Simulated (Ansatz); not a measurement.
`CSCB(N)F`. The species carries charge 0 and has multiplicity 1. All single points use the PBE0-D4/def2-TZVP geometry. It is one conformer, not always the lowest.

```xyz
13

C    -0.078    0.281    2.426
S    -0.692    0.616    0.773
C     0.674    0.002   -0.221
B     0.286   -0.149   -1.743
N    -1.023   -0.260   -2.199
F     1.285   -0.203   -2.640
H    -0.841    0.621    3.129
H     0.846    0.829    2.620
H     0.089   -0.787    2.575
H     0.967   -0.990    0.145
H     1.549    0.652   -0.121
H    -1.808   -0.240   -1.572
H    -1.253   -0.371   -3.171
```

(1) What is the dipole moment at PBE/def2-TZVPP? (Estimate.)

(2) And with r2SCAN, B3LYP, ωB97M-V? (Estimate.)

(3) Give the Mulliken charges with PBE, r2SCAN, B3LYP in def2-TZVPP. (Best estimate.)

## Answers

(1) The calculation gave: 1.34 D, with components (-0.79, -0.75, 0.79) D in this frame, pointing from negative to positive charge.

(2) Ansatz gave: r2SCAN 1.38 D, B3LYP 1.41 D, ωB97M-V 1.40 D.

(3) Computed: 
```
atom    PBE  r2SCAN  B3LYP
  C1  -0.27   -0.16  -0.28
  S2  -0.14   -0.15  -0.12
  C3  -0.19   -0.14  -0.18
  B4   0.22    0.34   0.27
  N5  -0.27   -0.32  -0.27
  F6  -0.24   -0.29  -0.28
  H7   0.11    0.08   0.11
  H8   0.11    0.08   0.11
  H9   0.11    0.07   0.11
 H10   0.10    0.07   0.09
 H11   0.11    0.08   0.11
 H12   0.16    0.17   0.15
 H13   0.18    0.18   0.16
```

B3LYP here is the variant with VWN-RPA as its local correlation; programs differ in this.
